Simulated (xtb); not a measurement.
Cl2Se, triplet, from a rough starting geometry (a higher spin typed on purpose: for a closed-shell molecule this is an excited state); GFN2-xTB (xtb 6.7.1).

Here is a job for xtb.
```
$ xtb mol.xyz --gfn 2 --uhf 2 --opt vtight --json

# file mol.xyz
3

Se    -0.01676148    -0.02145019     0.92282962
Cl     1.00384371     1.21335503    -0.47054929
Cl    -1.04863885    -1.26825971    -0.46440224
```

It wrote (shortened):

```
   ID    Z sym.   atoms
    1   34 Se     1
    2   17 Cl     2, 3

           -------------------------------------------------
          |                Calculation Setup                |
           -------------------------------------------------

           -------------------------------------------------
          |                 G F N 2 - x T B                 |
           -------------------------------------------------

          ...................................................
          :                      SETUP                      :
          :.................................................:
          :  # basis functions                  30          :
          :  # atomic orbitals                  27          :
          :  # shells                            9          :
          :  # electrons                        20          :
          :  max. iterations                   250          :
          :  Hamiltonian                  GFN2-xTB          :
          :  restarted?                      false          :
          :  GBSA solvation                  false          :
          :  PC potential                    false          :
          :  electronic temp.          300.0000000     K    :
          :  accuracy                    1.0000000          :
          :  -> integral cutoff          0.2500000E+02      :
          :  -> integral neglect         0.1000000E-07      :
          :  -> SCF convergence          0.1000000E-05 Eh   :
          :  -> wf. convergence          0.1000000E-03 e    :
          :  Broyden damping             0.4000000          :
          :  net charge                          0          :
          :  unpaired electrons                  2          :
          ...................................................

 iter      E             dE          RMSdq      gap      omega  full diag
   1    -12.2111283 -0.122111E+02  0.922E+00    0.43       0.0  T
   2    -12.2161167 -0.498845E-02  0.488E+00    0.40       1.0  T
   3    -12.2159948  0.121885E-03  0.989E-01    0.35       1.0  T
   4    -12.2161243 -0.129420E-03  0.571E-01    0.34       1.0  T
   5    -12.2164251 -0.300879E-03  0.251E-01    0.35       1.0  T
   6    -12.2164556 -0.304876E-04  0.133E-01    0.35       1.0  T
   7    -12.2164696 -0.140140E-04  0.779E-02    0.35       1.0  T
   8    -12.2164718 -0.219656E-05  0.224E-02    0.35       2.6  T
   9    -12.2164722 -0.411325E-06  0.173E-02    0.35       3.3  T
[...]
 * total energy  :   -12.2359647 Eh     change       -0.2264189E-01 Eh
 * total energy  :   -12.2368539 Eh     change       -0.8892277E-03 Eh
 * total energy  :   -12.2388318 Eh     change       -0.1977873E-02 Eh
 * total energy  :   -12.2179434 Eh     change        0.2088836E-01 Eh
 * total energy  :   -12.2423721 Eh     change       -0.2442868E-01 Eh
 * total energy  :   -12.2436664 Eh     change       -0.1294236E-02 Eh
 * total energy  :   -12.2450366 Eh     change       -0.1370271E-02 Eh
 * total energy  :   -12.2451178 Eh     change       -0.8115110E-04 Eh
 * total energy  :   -12.2451622 Eh     change       -0.4445698E-04 Eh
 * total energy  :   -12.2451713 Eh     change       -0.9089424E-05 Eh
 * total energy  :   -12.2451718 Eh     change       -0.4641034E-06 Eh
 * total energy  :   -12.2451718 Eh     change       -0.1344858E-08 Eh
   *** GEOMETRY OPTIMIZATION CONVERGED AFTER 13 ITERATIONS ***
         :: total energy             -12.245171791012 Eh    ::
[...]
        20                          0.0296199               0.8060
        21                          0.0307668               0.8372
        22                          0.0312680               0.8508
       ...                                ...                  ...
        27                          0.6968027              18.9610
      -------------------------------------------------------------
                  HL-Gap            0.0767677 Eh            2.0890 eV
             Fermi-level           -0.3704286 Eh          -10.0799 eV

     #   Z          covCN         q      C6AA      α(0)
     1  34 Se       1.571     0.157   229.545    26.416
     2  17 Cl       0.892     0.044    97.857    15.134
     3  17 Cl       0.683    -0.202   105.037    15.674

 Mol. C6AA /au·bohr⁶  :       1241.298952
 Mol. C8AA /au·bohr⁸  :      66281.829983
 Mol. α(0) /au        :         57.224322

Wiberg/Mayer (AO) data.
largest (>0.10) Wiberg bond orders for each atom

 ---------------------------------------------------------------------------
     #   Z sym  total        # sym  WBO       # sym  WBO       # sym  WBO
 ---------------------------------------------------------------------------
     1  34 Se   2.405 --     2 Cl   1.425     3 Cl   0.980
     2  17 Cl   1.527 --     1 Se   1.425     3 Cl   0.102
     3  17 Cl   1.083 --     1 Se   0.980     2 Cl   0.102
 ---------------------------------------------------------------------------

Topologies differ in total number of bonds
Writing topology from bond orders to xtbtopo.mol

molecular dipole:
                 x           y           z       tot (Debye)
 q only:        0.549       0.664       0.522
   full:        0.539       0.652       0.352       2.329
molecular quadrupole (traceless):
                xx          xy          yy          xz          yz          zz
 q only:       -0.421      -1.433      -0.970      -0.793      -0.960       1.391
  q+dip:       -0.393      -1.243      -0.870      -0.619      -0.749       1.263
   full:       -0.206      -1.757      -0.878      -1.004      -1.215       1.084

optimized geometry written to: xtbopt.xyz

           -------------------------------------------------
          | TOTAL ENERGY              -12.245171791012 Eh   |
          | GRADIENT NORM               0.000003285143 Eh/α |
          | HOMO-LUMO GAP               2.088954454589 eV   |
           -------------------------------------------------

normal termination of xtb
```
